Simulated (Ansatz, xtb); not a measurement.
Stretching the Se4–H5 bond in AlH3Se (SMILES [AlH2][SeH]) (multiplicity 1 held, fragments rigid). Energies count from the point at 1.472 Å.
Geometry at that point (charge 0, multiplicity 1):
```tsv
atom	x (Å)	y (Å)	z (Å)
Al	0.3641	0.0275	-1.5573
H	-0.6985	-0.5698	-2.5521
H	1.7454	0.6424	-1.9937
Se	-0.2012	-0.0305	0.6966
H	1.0606	0.6067	1.1072
```

Restricted levels (R-, RO-) in cc, def2 and unpolarised 6-31G sets keep to the state of the molecule at rest. U- levels take the lowest unrestricted solution at each point, which mixes spins at long bonds. Curves can end on different states.

Frozen-core correlation. Filled d and f shells under p-block atoms count as core.

Programs: Ansatz (Gaussian orbitals); xtb for the GFN methods.  The GFN methods have no spin term and hold the electronic entropy of 300 K.

**Question.** One of these levels gives 3.551 eV for the energy at R = 4.710 Å. Which?
A. U-HF/def2-SVP
B. GFN2-xTB
C. R-MP2/def2-SVP

**Answer.** B, GFN2-xTB. The others give 2.519 (U-HF/def2-SVP), 4.139 (R-MP2/def2-SVP)

Doubts at one or more of the structures used: a spin-contaminated determinant (U-HF/def2-SVP); a restricted determinant that unrestricted orbitals would lower (R-MP2/def2-SVP).

Ansatz is a first-principles code.
